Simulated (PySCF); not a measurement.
BaHO, SMILES [OH][Ba], multiplicity 2.

Geometry optimised at PBE-D3(BJ)/def2-TZVPD. The def2 effective core potentials stand for the cores of Ba; spin–orbit coupling is left out.

All values below come from PBE/def2-TZVPD (PySCF).

Isolated molecule, no solvent.

Computed frontier levels, dipole moment and polarisability:
| Item | Result |
|---|---|
| α spin, highest occupied and lowest empty level | -2.75 and -1.29 eV |
| β spin, highest occupied and lowest empty level | -6.13 and -1.97 eV |
| dipole moment | 0.263 e·Å |
| mean static polarisability | 291.3 bohr³ (43.17 Å³) |
| polarisability, principal values | 223.8, 325.0, 325.0 bohr³ |
| ⟨S²⟩ | 0.750 (pure state 0.75) |
